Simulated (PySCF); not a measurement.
PySCF 2.14 output of an unrestricted PBE0 calculation on a single atom or ion in aug-cc-pwCVTZ-DK with one added diffuse shell each of s, p, d, f, g type (11s10p8d5f4g, 152 functions), with scalar relativity by spin-free X2C-1e:

```
SCF conv_tol = 1e-09
number electrons alpha = 14  beta = 11
    C. Adamo and V. Barone.,  J. Chem. Phys. 110, 6158 (1999)
    M. Ernzerhof and G. E. Scuseria.,  J. Chem. Phys. 110, 5029 (1999)
cycle= 1 E= -1392.09958320794  delta_E= -0.0115  |g|= 0.0462  |ddm|= 0.299
cycle= 2 E= -1392.09938409075  delta_E= 0.000199  |g|= 0.0677  |ddm|= 0.0737
cycle= 3 E= -1392.09999680209  delta_E= -0.000613  |g|= 0.00448  |ddm|= 0.0416
cycle= 4 E= -1392.10000060656  delta_E= -3.8e-06  |g|= 0.000619  |ddm|= 0.00345
cycle= 5 E= -1392.1000007165  delta_E= -1.1e-07  |g|= 8.19e-05  |ddm|= 0.000673
cycle= 6 E= -1392.10000071907  delta_E= -2.57e-09  |g|= 7.03e-06  |ddm|= 0.000128
cycle= 7 E= -1392.10000071908  delta_E= -1.07e-11  |g|= 1.91e-07  |ddm|= 7.94e-06
converged SCF energy = -1392.10000071908  <S^2> = 3.7516771  2S+1 = 4.0008385
```

The run itself started from symmetry-adapted Hartree-Fock orbitals and held the occupation by maximum overlap, on a logarithmic radial grid, so the iterations belong to that start.

Question: Which element, charge and spin multiplicity is this?

Answer: Co²⁺ (cobalt, charge +2), multiplicity 4; the state was [Ar] 3d7, high-spin 4F determinant.
